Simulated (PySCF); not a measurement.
Atoms are numbered as in `[CH3:1][CH:2]([CH3:3])[O:4][C@@:5]([SiH3:6])([C:7]#[N:8])[CH:9]=[O:10]`. Hydrogens are named by the atom that carries them.

How the numbers were obtained: structure optimised with GFN2-xTB, shielding tensors at PBE0/pcSseg-1 (GIAO), in PySCF 2.14 (relativity neglected, gas phase, one computed conformer, rapidly exchanging positions averaged).

δ = σ(ref) − σ, references computed at the same level: ¹³C and ¹H and ²⁹Si against TMS; H2O for ¹⁷O; ¹⁵N vs NH3.

```
 atoms  nucleus  count  δ (ppm)
    N8      ¹⁵N      1        ?
H(Si6)       ¹H      3     4.09
    C9      ¹³C      1    205.7
    C1      ¹³C      1     27.4
   O10      ¹⁷O      1    699.4
    C7      ¹³C      1        ?
 H(C9)       ¹H      1    10.14
 H(C1)       ¹H      3     1.44
 H(C3)       ¹H      3        ?
    C3      ¹³C      1     24.5
    O4      ¹⁷O      1        ?
 H(C2)       ¹H      1     3.84
    C2      ¹³C      1     81.6
   Si6     ²⁹Si      1    -46.6
    C5      ¹³C      1        ?
```

Complete the table.

Results:


- C7: 120.7 ppm, nitrile carbon; C≡N carbons fall here, among the sp2 signals but without a proton
- C5: 73.9 ppm, fully substituted sp3 carbon bonded to O and Si, α to a carbonyl; deshielded by the electronegative neighbour
- H(C3): 1.56 ppm, hydrogen on a methyl carbon
- O4: 79.0 ppm, ether oxygen
- N8: 320.3 ppm, nitrile nitrogen

Shifts are as computed. Against solution values, carbons near 30 ppm lie about +3 ppm off and those near 130 ppm about +5 ppm. Of 1309 compounds with measured shifts, 239 miss one by over three times the rms of a fit or turn the order of signals round; such compounds aren't used in these exercises. Unscaled 17O shifts of doubly bonded oxygen tend to come out too high, by tens of ppm or more. Experimental scales use liquid or dissolved standards, which lie at an offset from isolated NH3 (liquid NH3: subtract about 20 ppm) and H2O (liquid H2O: subtract about 36 ppm). Unscaled 15N shifts of sp2 nitrogen come out 20 to 40 ppm too high even then.
